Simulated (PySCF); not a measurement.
# Simulated absorption spectrum

Br₂GeH₃P.
InChI=1S/Br2GeH3P/c1-3(2)4/h3H,4H2

Method: TDDFT CAM-B3LYP/def2-SVPD, vertical, gas phase, core orbitals frozen in the response in PySCF. The structure is a single PBE0-D3(BJ)/def2-SVP conformer in the gas phase; no vibrational or solvent corrections. Relativistic effects, spin–orbit coupling among them, are left out although an element past zinc is present. Torsions of this conformer, `[PH2:1][GeH:2]([Br:3])[Br:4]`: H–P1–Ge2–Br3 48°, H–P1–Ge2–Br3 -46°.

Computed states:

| state | E (eV) | f |
| --- | --- | --- |
| S1 | 5.41 | 0.103 |
| S2 | 5.65 | 0.017 |
| S3 | 5.83 | 0.0073 |
| S4 | 6.00 | 0.040 |
| S5 | 6.31 | 0.0036 |
| S6 | 6.46 | 0.082 |
| S7 | 6.86 | 0.021 |
| S8 | 6.93 | 0.0087 |
| S9 | 7.04 | 0.082 |
| S10 | 7.12 | 0.013 |

Each state is given a Gaussian of 0.3 eV full width at half maximum, with ε(max) = 2.175×10⁸ f / Δν̃ (Δν̃ the width in cm⁻¹). The width is an assumption, not a result. The curve ends short of the highest state used, and states not computed would add to its high-energy end.

Question: What does the envelope look like, and where are its maxima?

Answer: 
```
λ (nm)  ε (L mol⁻¹ cm⁻¹)
 190.3              6847
 192.0              7524
 193.7              6849
 195.4              5260
 197.1              3576
 198.8              2454
 200.5              2134
 202.2              2486
 203.9              3160
 205.6              3752
 207.3              3980
 209.0              3788
 210.7              3330
 212.4              2843
 214.1              2523
 215.8              2477
 217.5              2745
 219.2              3359
 220.9              4344
 222.6              5668
 224.3              7165
 226.0              8528
 227.7              9392
 229.4              9489
 231.1              8769
 232.8              7413
 234.5              5742
 236.2              4087
 237.9              2681
 239.6              1626
 241.3               915
 243.0               479
 244.7               234
 246.4               107
 248.2                44
 249.9                18
```

Maxima: 229 nm (5.42 eV), ε about 9600, made up of S1 (97%); 207 nm (5.98 eV), ε about 4000, made up of S4 (90%); 192 nm (6.46 eV), ε about 7500, made up of S6 (98%) (ε in L mol⁻¹ cm⁻¹; maxima over ε = 5, shares over 10%).

Question: Does any computed singlet lie in the visible range?

Answer: No computed singlet lies in the visible range (380 to 750 nm); the lowest, at 229 nm, stands 2.15 eV above its violet end (3.26 eV).

Question: What would ε be at 5.42 eV, the highest of these maxima, with half the width (0.15 eV)?

Answer: About 18400 L mol⁻¹ cm⁻¹ against 9550, a factor of about 1.9; a lone state at its own centre would give exactly 2.

Question: On this curve, what absorbance would a 10⁻³ mol/L sample give at 193 nm over a 1 cm path?

Answer: 193 nm is 6.424 eV, where ε is about 7300 L mol⁻¹ cm⁻¹, so A = ε c l ≈ 7.3 (Beer–Lambert, with the gas-phase spectrum and the assumed width).

The vertical ionisation energy (ΔSCF) is 9.98 eV, 2.87 eV above S10.
